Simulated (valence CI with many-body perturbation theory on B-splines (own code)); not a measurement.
# As⁺: electric-dipole lines

Method: configuration interaction combined with many-body perturbation theory (CI+MBPT): four valence electrons over a frozen Dirac-Fock core [Ar] 3d10, radial functions for each j: 11 s, 11 p, 10 d, 8 f, 5 g, 2 h, with the one-electron correlation potential Σ1 (screened to all orders), the two-electron term Σ2, the three-electron term Σ3, Breit, model QED; selected single and double excitations, second order for the rest (own B-spline code, finite nucleus).

Set against measurement, 16 paired levels are off by 193 cm⁻¹ on average, the worst by 359. These come from a selection out of the NIST Handbook of Basic Atomic Spectroscopic Data. Levels without a partner in it may be off by more. Among the levels kept, up to 2200 cm⁻¹ of a level comes from second order outside the variational space, and about a tenth of that is noise between levels of different J, which matters for small intervals.

Lines 351 to 400 of 521 in falling wavelength, among levels below 139499 cm⁻¹, chosen from the strongest by gf and those to the six lowest levels. Wavelengths and rates use the calculated energies, so an error of 200 cm⁻¹ moves a line at 1663 Å by 0.33 % and its rate by three times that or more. Electric multipoles are in the length gauge, E1 and E2 with the static RPA response of the core. Weak lines are less certain than strong ones. Lines between different terms over intervals too small for the method are left out, as are lines whose strength nearly cancels. Where a level lies close to another of its J and parity, the split of strength between their lines is uncertain. The highest levels of a list are the least certain.

Levels are named by their leading jj configuration (3d3/2^4 stands for four electrons in 3d with j = 3/2), which in mixed levels can hold well under half, so a name can repeat and another be missing. Letters in brackets count levels of one name in rising energy.

```tsv
λ vac (Å)	λ from measured levels	Upper	Lower	A (s⁻¹)	S (a.u.) with core polarisation	S without
2939		(4s^2 4p3/2 6d5/2) J=4	(4s^2 4p3/2 5p3/2) J=3	5.61e+07	6.33e+00	6.37e+00
2934		(4s^2 4p3/2 5f7/2) J=4	(4s^2 4p3/2 4d5/2) J=3 [a]	2.11e+07	2.37e+00	2.37e+00
2900		(4s^2 4p3/2 6d3/2) J=3	(4s^2 4p3/2 5p3/2) J=3	2.06e+07	1.74e+00	1.75e+00
2896		(4s^2 4p3/2 6d3/2) J=2	(4s^2 4p3/2 5p1/2) J=1 [a]	2.99e+07	1.79e+00	1.80e+00
2881		(4s^2 4p3/2 4f5/2) J=3	(4s^2 4p1/2 4d5/2) J=3	3.21e+07	2.65e+00	2.65e+00
2878		(4s^2 4p3/2 4f7/2) J=4	(4s^2 4p1/2 4d5/2) J=3	6.63e+07	7.02e+00	7.05e+00
2845		(4s^2 4p1/2 6d3/2) J=2	(4s^2 4p1/2 5p1/2) J=1	3.86e+07	2.20e+00	2.21e+00
2823		(4s^2 4p3/2 4f5/2) J=4	(4s^2 4p1/2 4d5/2) J=3	9.19e+07	9.18e+00	9.21e+00
2822		(4s^2 4p3/2 4f5/2) J=3	(4s^2 4p1/2 4d3/2) J=2 [b]	1.22e+08	9.44e+00	9.48e+00
2587		(4s^2 4p1/2 4f5/2) J=3	(4s^2 4p1/2 4d3/2) J=2 [a]	1.84e+08	1.10e+01	1.10e+01
2516		(4s^2 4p3/2 4f7/2) J=3	(4s^2 4p3/2 4d5/2) J=2 [a]	1.10e+08	6.05e+00	6.08e+00
2482		(4s^2 4p3/2 7d5/2) J=4	(4s^2 4p3/2 5p3/2) J=3	2.51e+07	1.70e+00	1.71e+00
2449		(4s^2 4p3/2 4f7/2) J=2	(4s 4p1/2 4p3/2^2) J=1 [b]	4.22e+07	1.53e+00	1.54e+00
2424		(4s^2 4p3/2 4f5/2) J=3	(4s^2 4p1/2 4d3/2) J=2 [a]	6.18e+07	3.04e+00	3.05e+00
2361		(4s^2 4p1/2 5f7/2) J=4	(4s^2 4p1/2 4d5/2) J=3	7.15e+07	4.18e+00	4.20e+00
2323		(4s^2 4p1/2 5f5/2) J=3	(4s^2 4p1/2 4d3/2) J=2 [b]	8.08e+07	3.50e+00	3.51e+00
2274		(4s^2 4p3/2 5f7/2) J=5	(4s^2 4p3/2 4d5/2) J=4	1.49e+08	9.52e+00	9.57e+00
2201		(4s^2 4p3/2 5f5/2) J=4	(4s^2 4p1/2 4d5/2) J=3	4.41e+07	2.09e+00	2.10e+00
2184		(4s^2 4p3/2 5f5/2) J=3	(4s^2 4p1/2 4d3/2) J=2 [b]	4.30e+07	1.55e+00	1.56e+00
2102		(4s^2 4p1/2 4f7/2) J=4	(4s 4p1/2 4p3/2^2) J=3	4.71e+07	1.94e+00	1.96e+00
2094		(4s^2 4p1/2 6f7/2) J=4	(4s^2 4p1/2 4d5/2) J=3	3.28e+07	1.34e+00	1.34e+00
2086		(4s^2 4p1/2 4f7/2) J=3	(4s 4p1/2 4p3/2^2) J=2 [b]	7.14e+07	2.24e+00	2.26e+00
2079		(4s^2 4p1/2 4f5/2) J=2	(4s 4p1/2 4p3/2^2) J=1 [a]	7.62e+07	1.69e+00	1.70e+00
2063		(4s^2 4p1/2 6f5/2) J=3	(4s^2 4p1/2 4d3/2) J=2 [b]	4.34e+07	1.32e+00	1.32e+00
2046		(4s^2 4p1/2 5f5/2) J=3	(4s^2 4p1/2 4d3/2) J=2 [a]	4.45e+07	1.32e+00	1.32e+00
2006		(4s^2 4p3/2 5f7/2) J=3	(4s^2 4p3/2 4d5/2) J=2 [a]	4.88e+07	1.36e+00	1.37e+00
1994		(4s^2 4p3/2 4f7/2) J=4	(4s 4p1/2 4p3/2^2) J=3	6.27e+07	2.21e+00	2.23e+00
1663	1661	(4s^2 4p3/2 5s) J=1	(4s^2 4p3/2^2) J=0	6.63e+07	4.52e-01	4.34e-01
1452	1449	(4s^2 4p1/2 5s) J=1	(4s^2 4p1/2 4p3/2) J=2	9.85e+07	4.46e-01	4.35e-01
1403	1400	(4s^2 4p3/2 5s) J=2	(4s^2 4p1/2 4p3/2) J=2	1.53e+07	1.04e-01	1.03e-01
1378	1375	(4s^2 4p3/2 5s) J=1	(4s^2 4p1/2 4p3/2) J=2	1.06e+09	4.09e+00	3.97e+00
1377	1370	(4s^2 4p1/2 4d3/2) J=2 [a]	(4s^2 4p1/2 4p3/2) J=2	1.73e+07	1.11e-01	8.95e-02
1340	1333	(4s^2 4p3/2 4d5/2) J=2 [a]	(4s^2 4p1/2 4p3/2) J=2	9.01e+06	5.35e-02	4.32e-02
1309		(4s^2 4p1/2 4d3/2) J=1	(4s^2 4p3/2^2) J=0	9.73e+07	3.23e-01	3.24e-01
1308	1306	(4s^2 4p1/2 5s) J=1	(4s^2 4p3/2^2) J=2	4.51e+08	1.49e+00	1.46e+00
1290	1288	(4s^2 4p1/2 5s) J=0	(4s^2 4p1/2 4p3/2) J=1	1.07e+09	1.13e+00	1.10e+00
1283	1281	(4s^2 4p1/2 5s) J=1	(4s^2 4p1/2 4p3/2) J=1	2.31e+08	7.22e-01	7.06e-01
1268		(4s^2 4p3/2 4d5/2) J=1	(4s^2 4p3/2^2) J=0	8.10e+08	2.45e+00	2.47e+00
1268	1266	(4s^2 4p3/2 5s) J=2	(4s^2 4p3/2^2) J=2	8.01e+08	4.03e+00	3.93e+00
1265	1264	(4s^2 4p1/2 5s) J=1	(4s^2 4p1/2^2) J=0	3.24e+08	9.70e-01	9.46e-01
1263		(4s^2 4p1/2 4d5/2) J=3	(4s^2 4p1/2 4p3/2) J=2	1.64e+07	1.14e-01	1.17e-01
1252		(4s^2 4p3/2 4d3/2) J=1	(4s^2 4p3/2^2) J=0	8.93e+07	2.60e-01	2.66e-01
1247	1241	(4s^2 4p1/2 4d3/2) J=2 [a]	(4s^2 4p3/2^2) J=2	7.80e+06	3.73e-02	4.88e-02
1245	1243	(4s^2 4p3/2 5s) J=2	(4s^2 4p1/2 4p3/2) J=1	2.92e+08	1.39e+00	1.36e+00
1225	1223	(4s^2 4p3/2 5s) J=1	(4s^2 4p1/2 4p3/2) J=1	3.46e+07	9.44e-02	9.06e-02
1217	1211	(4s^2 4p3/2 4d5/2) J=2 [a]	(4s^2 4p3/2^2) J=2	1.67e+07	7.44e-02	9.74e-02
1209	1207	(4s^2 4p3/2 5s) J=1	(4s^2 4p1/2^2) J=0	4.91e+07	1.28e-01	1.26e-01
1202	1197	(4s 4p1/2 4p3/2^2) J=1 [b]	(4s^2 4p1/2 4p3/2) J=1	1.71e+07	4.39e-02	5.57e-02
1186	1182	(4s 4p1/2 4p3/2^2) J=1 [b]	(4s^2 4p1/2^2) J=0	1.51e+07	3.72e-02	4.70e-02
1153		(4s^2 4p1/2 4d5/2) J=3	(4s^2 4p3/2^2) J=2	2.93e+07	1.55e-01	1.63e-01
```
